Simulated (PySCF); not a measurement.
# Two-component Hartree-Fock for Ir(72+) (iridium, charge +72)

Start: [He] 2s2 2p1; 2p1/2 filled at m_j = +1/2. Calculated with PySCF 2.14 in an even-tempered Gaussian basis (16 s from 60 bohr⁻², ratio 2.4; 13 p from 79 bohr⁻², ratio 2.4; 5 d from 250 bohr⁻², ratio 2.6; 4 f from 380 bohr⁻², ratio 2.6): generalised Hartree-Fock with the X2C-1e Hamiltonian and a Gaussian nucleus; one run each with spin-orbit coupling (SO) switched off, then screened by Boettger's factors.

```json
{"spinor shell": "1s1/2", "electrons": "2", "ε, spin-free (eV)": "-85185.1", "ε, screened SO (eV)": "-85141.7", "weight of nominal j (screened SO)": "1.000", "rms radius, screened SO (bohr)": "0.0196"}
{"spinor shell": "2s1/2", "electrons": "2", "ε, spin-free (eV)": "-20898.0", "ε, screened SO (eV)": "-20884.6", "weight of nominal j (screened SO)": "1.000", "rms radius, screened SO (bohr)": "0.0765"}
{"spinor shell": "2p1/2", "electrons": "1", "ε, spin-free (eV)": "-19400.4", "ε, screened SO (eV)": "-20674.3", "weight of nominal j (screened SO)": "1.000", "rms radius, screened SO (bohr)": "0.0642"}
```

```tsv
quantity	spin-free	screened SO
E (hartree)	-8714.78916	-8761.59774
M_J	1/2	1/2
⟨J²⟩	0.750	0.750
⟨L²⟩	2.000	2.000
⟨S²⟩	0.750	0.750
```

Each row is a mean over spinors that exchange with the open shell spreads, by up to 21.847 eV (2s1/2).

Breit and QED terms are absent; they matter most for the inner s and p1/2 levels.

Densities and radii are taken from the X2C orbitals without a picture-change correction, which distorts them close to the nucleus.

Without spin-orbit coupling the j labels of p, d and f shells carry no meaning; the spin-free column gives the mean over the occupied spinors of each nl shell.
